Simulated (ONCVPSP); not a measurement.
**Ge (Z = 32), ONCV: configuration errors across variants**

```json
{
  "Element": "germanium (Ge)",
  "Generator": "ONCVPSP 4.0.1",
  "Type": "optimised norm-conserving Vanderbilt (ONCV)",
  "Functional": "LDA (Perdew-Zunger)",
  "Relativity": "fully relativistic",
  "Frozen core": "[Ar] 3d10",
  "Valence charge": "4",
  "Reference configuration": "4s2 4p2",
  "Partial waves": "4s: rc 1.60 bohr, ncon 4, nbas 9, qcut 4.6 1/bohr, 2 projectors, debl 3.6 Ha; 4p: rc 1.70 bohr, ncon 4, nbas 8, qcut 5.7 1/bohr, 3 projectors, debl 3.1 Ha",
  "Local potential": "polynomial inside 1.50 bohr (lpopt 5, dvloc0 0 Ha)",
  "Core correction": "none"
}
```

Open shells are filled in proportion to 2j + 1.

All-electron excitation energies from the reference (eV): (1) 4s2 4p1 7.639; (2) 4s2 4p0 23.357; (3) 4s1 4p0 58.576; (4) 4s0 4p4 16.352.

3 further variants failed, have other tests or too few solved ones, and are left out.

A true bound ghost makes a file unfit for plane-wave use even where its test errors are small: the radial tests pick states by their node count and pass the ghost by.

Errors AE − PS in meV (a dash: test not solved or not reliable):

```tsv
change	(1)	(2)	(3)	(4)	bound ghosts	GHOST(+) flags above zero
base	+4.0	+36	+265	+54	p3/2, p1/2	s
s: qcut 2.9	+4.4	+39	+260	+44	p3/2, p1/2	s
s: qcut 3.3	+4.3	+38	+262	+45	p3/2, p1/2	s
s: qcut 3.9	+4.1	+37	+264	+49	p3/2, p1/2	s
```

(1) Give the same row for: s: qcut 6.8.

Answers

(1) +3.9, +35, –, +55; bound ghosts: s, p3/2, p1/2; GHOST(+) flags above zero: none.
